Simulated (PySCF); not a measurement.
Worked example: chemical shift, span and skew from a shielding tensor

Ga(H)(Me)(OH) (CH5GaO), SMILES [CH3][GaH][OH]. Atoms are numbered in the order given.

```xyz
8

Ga    -0.3325     0.0648     0.0000
H     -1.8640     0.4199     0.0000
C      0.5253    -1.6892     0.0000
H      0.2261    -2.2692     0.8870
H      1.6188    -1.5776     0.0000
H      0.2261    -2.2692    -0.8870
O      0.8174     1.4390     0.0000
H      0.4090     2.3100     0.0000
```

Geometry optimised at PBE0-D3(BJ)/def2-SVP. Other conformers were not sampled.

GIAO shieldings from KT2/pcSseg-1 in PySCF, non-relativistic, no solvent. The symmetric part of the tensor of C3 has the principal values 172.1, 188.4, 198.3 ppm. The same nucleus in TMS has σ = 185.1 ppm at this level (PySCF, at its B3LYP-D3(BJ)/def2-TZVP geometry).

Question: Work out the isotropic shielding, the ¹³C shift against TMS, the span and the skew.

Answer: 
σ(iso) = (σ11 + σ22 + σ33)/3 = 186.3 ppm. δ = σ(ref) − σ(iso) = 185.1 − (186.3) = -1.2 ppm.
Span Ω = σ33 − σ11 = 26.2 ppm. Skew κ = 3(σ(iso) − σ22)/Ω = -0.24. Tumbling in solution averages the tensor to δ; in a static solid the shielding alone would spread this spin-1/2 line over Ω.
